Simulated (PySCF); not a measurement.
Stepwise substitution at one centre (Si C2H5-H). Isolated molecules, 0 K electronic values unless said otherwise. One relaxed conformer stands for each flexible species; it need not be the lowest. Strings in code marks are SMILES.

The S1–T1 gap (TDA) from two functionals at the same geometries (B3LYP-D3(BJ)/def2-SVP), both in PySCF: PBE-D3(BJ)/def2-TZVP and B3LYP-D3(BJ)/def2-TZVP. B3LYP has the VWN-RPA correlation part, as in Gaussian. Excitations are Tamm–Dancoff values on a coarser integration grid. The basis has no diffuse functions, so Rydberg states are missing or too high.

| species | PBE-D3(BJ)/def2-TZVP (eV) |
|---|---|
| 0 of 4 C2H5 replaced by H (`C(C)[Si](CC)(CC)CC`) | 0.09 |
| 1 of 4 C2H5 replaced by H (`CC[SiH](CC)CC`) | 0.21 |
| 2 of 4 C2H5 replaced by H (`CC[SiH2]CC` (C–C–Si–C torsion 180°, C–Si–C–C torsion 180°)) | 0.36 |
| 3 of 4 C2H5 replaced by H (`CC[SiH3]`) | 0.50 |

Q: What does B3LYP-D3(BJ)/def2-TZVP give for each?

A: 
- 0 of 4 C2H5 replaced by H (`C(C)[Si](CC)(CC)CC`): 0.16
- 1 of 4 C2H5 replaced by H (`CC[SiH](CC)CC`): 0.24
- 2 of 4 C2H5 replaced by H (`CC[SiH2]CC` (C–C–Si–C torsion 180°, C–Si–C–C torsion 180°)): 0.41
- 3 of 4 C2H5 replaced by H (`CC[SiH3]`): 0.51
Over these rows, drawn at random from the members with no instability flagged (it was tested for open shells, ions and some series alone), PBE minus B3LYP-D3(BJ): mean -0.04 eV, from -0.07 eV to -0.01 eV.
